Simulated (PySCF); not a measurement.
C₂H₃O₃, SMILES COC([O])=O, doublet (B3LYP/def2-SVP optimised geometry):

```
8

C     -0.328    -0.158     0.000
O     -0.771    -0.874    -1.164
C     -1.518    -0.244    -2.052
O     -1.911    -0.872    -3.072
O     -1.883     0.942    -1.979
H     -0.703     0.874     0.000
H      0.771    -0.158     0.000
H     -0.698    -0.693     0.886
```

Level of theory: unrestricted B3LYP/def2-TZVP run with PySCF.

**Question.** What are the frontier orbital energies (α orbitals alone; a β orbital can be the lowest empty one) and the dipole moment?

**Answer.** HOMO-2 -9.74 eV, HOMO-1 -9.59 eV, HOMO -9.54 eV, LUMO 0.37 eV, LUMO+1 0.82 eV; dipole moment 3.53 D.

Meta-Löwdin charges at B3LYP/def2-TZVP: C1 -0.12, O2 -0.33, C3 0.69, O4 -0.28, O5 -0.36, H6 0.13, H7 0.13, H8 0.13.
